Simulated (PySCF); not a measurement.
Job file and geometry (Å, from GFN2-xTB) of an NMR shielding run on SMILES CCCN1BC=CC=C1Cl, C7H11BClN, GIAO PBE0/pcSseg-1 NMR shielding, non-relativistic, gas phase in PySCF 2.14.0, density-fitted response routines; density fitting, a coarse starting grid and PySCF grid level 2 are the driver's defaults:

```
{"job": {"kind": "nmr", "xc": "PBE0", "basis": "pcSseg-1"}, "charge": 0, "multiplicity": 1}
C     -3.158564    -0.869230    -0.130599
C     -1.687027    -0.654317    -0.456589
C     -0.969460     0.081604     0.678202
N      0.442542     0.253567     0.383918
B      1.391919    -0.720681     0.820099
C      2.829579    -0.490384     0.425281
C      3.148276     0.611616    -0.311722
C      2.146978     1.519123    -0.707095
C      0.847111     1.305107    -0.356220
Cl    -0.334943     2.465427    -0.892158
H     -3.267573    -1.455538     0.779002
H     -3.653426    -1.397610    -0.941224
H     -3.661225     0.084537     0.013328
H     -1.595499    -0.076026    -1.377815
H     -1.194070    -1.615965    -0.613907
H     -1.440927     1.053491     0.845836
H     -1.050755    -0.503301     1.595536
H      1.001168    -1.624118     1.453395
H      3.631774    -1.162185     0.701466
H      4.165190     0.824144    -0.616256
H      2.400012     2.387681    -1.292949
```

Task: Write the output of this run.

Result: 
```
coarse grid: 18200 points
cycle   1  E = -812.4151888860  dE =  1.548e+00  |g| = 5.762e-01  |ddm| = 4.223e+00
cycle   2  E = -812.2765681683  dE =  1.386e-01  |g| = 9.343e-01  |ddm| = 1.303e+00
cycle   3  E = -812.5004746196  dE = -2.239e-01  |g| = 1.518e-01  |ddm| = 9.403e-01
cycle   4  E = -812.5060511189  dE = -5.576e-03  |g| = 5.248e-02  |ddm| = 1.997e-01
cycle   5  E = -812.5066314626  dE = -5.803e-04  |g| = 2.008e-02  |ddm| = 5.673e-02
cycle   6  E = -812.5067186361  dE = -8.717e-05  |g| = 4.941e-03  |ddm| = 1.943e-02
cycle   7  E = -812.5067243540  dE = -5.718e-06  |g| = 1.576e-03  |ddm| = 6.219e-03
final grid: 171496 points
cycle   8  E = -812.5618477749  dE = -5.456e-05  |g| = 9.476e-03  |ddm| = 4.118e-02
cycle   9  E = -812.5618367537  dE =  1.102e-05  |g| = 1.145e-02  |ddm| = 2.034e-02
cycle  10  E = -812.5618705354  dE = -3.378e-05  |g| = 1.785e-03  |ddm| = 1.201e-02
cycle  11  E = -812.5618712393  dE = -7.038e-07  |g| = 5.379e-04  |ddm| = 2.011e-03
cycle  12  E = -812.5618713111  dE = -7.183e-08  |g| = 1.321e-04  |ddm| = 5.860e-04
cycle  13  E = -812.5618713151  dE = -4.007e-09  |g| = 5.498e-05  |ddm| = 1.902e-04
cycle  14  E = -812.5618713159  dE = -7.562e-10  |g| = 1.707e-05  |ddm| = 6.444e-05
converged SCF energy = -812.5618713159

GIAO shielding tensors (ppm)
atom      isotropic    diamagn.    paramagn.     s11        s22        s33       span
  0 C      173.616     244.664     -71.049    165.047    167.086    188.714     23.666
  1 C      155.176     248.890     -93.715    136.320    153.919    175.289     38.970
  2 C      126.087     247.248    -121.161    102.347    112.505    163.407     61.060
  3 N       62.354     329.930    -267.576    -73.702     46.730    214.034    287.737
  4 B       70.014     195.856    -125.841     27.842     64.750    117.451     89.609
  5 C       48.977     261.096    -212.119    -78.187     37.285    187.834    266.022
  6 C       35.384     253.948    -218.563    -85.416     22.805    168.764    254.180
  7 C       67.968     253.435    -185.467    -23.781     78.966    148.719    172.501
  8 C       39.194     250.182    -210.988    -46.971     70.029     94.523    141.494
  9 Cl     699.130    1148.346    -449.216    516.724    605.691    974.976    458.252
 10 H       30.763      28.168       2.594     26.059     28.934     37.295     11.237
 11 H       30.430      26.737       3.693     25.837     27.259     38.194     12.357
 12 H       30.742      28.203       2.540     25.875     29.643     36.709     10.833
 13 H       29.656      32.286      -2.630     24.200     31.313     33.455      9.255
 14 H       30.182      32.567      -2.385     25.190     30.825     34.531      9.341
 15 H       27.391      32.164      -4.773     22.786     28.677     30.710      7.924
 16 H       27.935      32.370      -4.435     22.949     28.656     32.199      9.251
 17 H       26.270      32.933      -6.662     23.203     25.436     30.173      6.970
 18 H       24.421      30.648      -6.226     22.880     23.034     27.350      4.470
 19 H       23.829      28.620      -4.790     20.916     23.937     26.634      5.718
 20 H       24.970      31.302      -6.332     20.295     24.446     30.169      9.874
```

Size and cost of the density-fitted run: 232 basis functions, 48 s wall time on 1 thread of an Arm Neoverse V1, shared host.
